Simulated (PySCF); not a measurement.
Cartesian coordinates (Å):
```xyz
1

I      0.0000     0.0000     0.0000
```
Charge 0, spin multiplicity 2.

Problem. Estimate the dipole moment, total energy and highest occupied spin orbital that PBE-D3(BJ)/def2-TZVP run with PySCF returns for this input.

Solution. 
- dipole moment: 0.00 D
- total energy: -297.6655 Ha
- highest occupied spin orbital: -6.70 eV
